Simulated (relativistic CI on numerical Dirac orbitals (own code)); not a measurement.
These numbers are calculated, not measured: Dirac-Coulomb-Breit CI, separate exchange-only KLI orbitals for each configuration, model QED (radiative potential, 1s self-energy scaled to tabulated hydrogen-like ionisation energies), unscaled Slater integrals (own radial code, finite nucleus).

CI space (outside the closed core [Ne]): 3s, 3p, 3d, 4s, 4p, 4d, 4f, 5s, 5p, 5d, 5f, 5g, 6s, 6p, 6d, 7s, 7p. Levels of other configurations are missing.

At this charge energies of transitions that change n are usually good to better than 1 %, and those within a shell (Δn = 0) to a few per cent.

Outline of the computed level scheme of Os LXVI. Lowest level of each configuration: 3s 2S_1/2 at 0.00 eV; 3p 2P°_1/2 at 166.68 eV; 3d 2D_3/2 at 784.04 eV; 4s 2S_1/2 at 3470.54 eV; 4p 2P°_1/2 at 3539.33 eV; 4d 2D_3/2 at 3786.33 eV; 4f 2F°_5/2 at 3866.04 eV; 5s 2S_1/2 at 5013.94 eV; 5p 2P°_1/2 at 5048.43 eV.

Some strong electric-dipole decays among the lowest 15 levels: 4f 2F°_7/2 → 3d 2D_5/2 (2.7e+14 s⁻¹); 4f 2F°_5/2 → 3d 2D_3/2 (2.6e+14 s⁻¹); 4d 2D_5/2 → 3p 2P°_3/2 (1.3e+14 s⁻¹); 4d 2D_3/2 → 3p 2P°_1/2 (1.0e+14 s⁻¹); 4p 2P°_1/2 → 3s 2S_1/2 (7.1e+13 s⁻¹); 4s 2S_1/2 → 3p 2P°_3/2 (5.5e+13 s⁻¹); 4p 2P°_3/2 → 3s 2S_1/2 (4.2e+13 s⁻¹); 5p 2P°_1/2 → 3s 2S_1/2 (3.9e+13 s⁻¹).
